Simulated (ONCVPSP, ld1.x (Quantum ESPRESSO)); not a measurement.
# Potentials for F (Z = 9) compared

Generated with ld1.x 7.5 (TM, RRKJ, ultrasoft, PAW), atompaw 4.2 or ONCVPSP 4.0.1. The cutoff is in Ry: for ld1.x and atompaw files where the sum of valence levels is converged to 10 mRy in a Bessel basis, for ONCV files where the hardest occupied wave has 1 mHa per electron of residual kinetic energy. The error is the largest all-electron minus pseudo excitation energy over each file’s own four to seven test configurations (ionisations up to +4, promotions, holes and added fractions of an electron), all of which were solved. The labels leave out finer settings (local radius, basis sizes, second energies), which also bear on the numbers. Spin-polarised tests are not counted. The rows are a selection from randomly drawn settings: files with unsolved tests, undetermined cutoffs or missed reference levels are left out.

A true bound ghost makes a file unfit for plane-wave use even where its test errors are small: the radial tests pick states by their node count and pass the ghost by.

```csv
potential,cutoff (Ry),largest error (meV),bound ghosts
"ONCV, PBE, scalar-relativistic, rc 0.85/1.90 (sp), local smoothed, core correction no, reference 2s1 2p6, qcut 6.4/7.6, projectors 2/2",428,+1709,none
"ONCV, PBEsol, scalar-relativistic, rc 0.85/1.15 (sp), local s, core correction no, reference 2s1 2p6, qcut 6.5/12.7, projectors 0/2",321,+291,p
"ONCV, PBE, scalar-relativistic, rc 0.65/1.25/1.05 (spd), local smoothed, core correction no, reference 2s1 2p6, qcut 11.9/12.9/8.2, projectors 2/2/3",115,+165,none
"ONCV, LDA (Perdew-Wang 92), scalar-relativistic, rc 0.60/1.35 (sp), local smoothed, core correction yes, reference 2s2 2p5, qcut 13.2/11.3, projectors 3/2",113,+1831,s
"ONCV, PBEsol, scalar-relativistic, rc 0.60/1.60/1.50 (spd), local smoothed, core correction no, reference 2s2 2p5, qcut 13/6.9/7.2, projectors 2/3/1",112,+2830,s
"TM, BP86, non-relativistic, rc 0.85/0.80/0.85 (spd), local smoothed, core correction yes, reference 2s2 2p5",180,+88,none
```

**Question.** Fill in the row for F: ONCV, PBEsol, scalar-relativistic, rc 0.85/1.05 (sp), local smoothed, core correction yes, reference 2s2 2p4, qcut 9.7/15.7, projectors 2/2.

**Answer.** cutoff 139 Ry, largest error +100 meV, bound ghosts: none.

**Question.** Fill in the row for F: ONCV, PBEsol, scalar-relativistic, rc 0.40/1.40 (sp), local smoothed, core correction no, reference 1s2 2s2 2p5, qcut 23.8/10.6, projectors 3/2.

**Answer.** cutoff 1367 Ry, largest error +5061 meV, bound ghosts: none.
